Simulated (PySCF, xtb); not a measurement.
C3H3Cl2F, SMILES ClC1([C@@H](C1)F)Cl.

Harmonic wavenumbers (cm⁻¹) from GFN2-xTB in xtb at its own minimum, in rising order: 143, 195, 240, 304, 426, 444, 520, 712, 828, 927, 990, 1014, 1050, 1068, 1136, 1224, 1341, 1416, 3044, 3091, 3113.

**Question.** What does PBE-D3(BJ)/def2-SVP (PySCF) give at its own minimum? (An estimate is asked for; the answer gives what the named calculation found.)

**Answer.** 160, 204, 255, 313, 435, 461, 545, 732, 789, 905, 954, 991, 1039, 1061, 1152, 1219, 1328, 1406, 3070, 3089, 3177. Paired by order, the mean absolute difference is 19 cm⁻¹ and the zero-point energies are 33.2 and 33.3 kcal/mol.
